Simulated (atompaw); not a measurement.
Cutoff test, Sr, PAW (atompaw)

strontium, PAW, made with atompaw 4.2.0.5 (PBE, scalar-relativistic). Core [Ar] 3d10, reference 4s2 4p6 4d0 5s0.5 5p0 (charge +1.5). Waves: 4s (bound); 5s (bound); 4p (bound); 5p (bound, empty); 4d (bound, empty); 4d channel at 2.1 Ry. Local part: troulliermartins scheme with l = 3 at 0 Ry, radius 2.10 bohr. Core correction: smooth core density matched at 2.30 bohr. Augmentation charge: besselshape compensation charge, radius 2.90 bohr; PAW radius 3.00 bohr; waves and projectors: bloechl.

The pseudo-atom Hamiltonian at the reference potential is diagonalised in spherical Bessel functions j_l(qr) that vanish at 20 bohr, with q² up to the cutoff. All-electron valence levels (Ry): 4s -3.7371, 5s -0.8075, 4p -2.4027, 5p -0.5670, 4d -0.7309.

Question: How do the lowest levels (Ry) of each channel move with the cutoff, and are there ghosts?

Answer:

```tsv
cutoff (Ry)	s #1	s #2	p #1	p #2	d #1	f #1	Σ f·Δε (mRy)
8	-2.8642	-0.7970	-1.3484	-0.4750	-0.5471	-0.1900	8076.6
10	-3.2920	-0.8011	-1.6618	-0.5157	-0.5790	-0.1902	5338.4
15	-3.6546	-0.8052	-2.2029	-0.5550	-0.6485	-0.1904	1364.7
21	-3.7278	-0.8072	-2.3591	-0.5641	-0.7081	-0.1905	280.3
25	-3.7287	-0.8073	-2.3935	-0.5663	-0.7197	-0.1906	71.9
30	-3.7295	-0.8074	-2.4011	-0.5669	-0.7280	-0.1906	24.4
40	-3.7348	-0.8074	-2.4018	-0.5669	-0.7309	-0.1906	9.5
50	-3.7367	-0.8075	-2.4023	-0.5670	-0.7309	-0.1906	2.8
55	-3.7369	-0.8075	-2.4025	-0.5670	-0.7309	-0.1906	1.4
60	-3.7370	-0.8075	-2.4026	-0.5670	-0.7309	-0.1906	0.7
80	-3.7370	-0.8075	-2.4027	-0.5670	-0.7309	-0.1906	0.1
400	-3.7370	-0.8075	-2.4027	-0.5670	-0.7309	-0.1906	0.0
```

Result: no extra level below or beside the all-electron valence levels (s, p, d, f tested); 10 mRy is reached at 40 Ry and 1 mRy at 60 Ry.
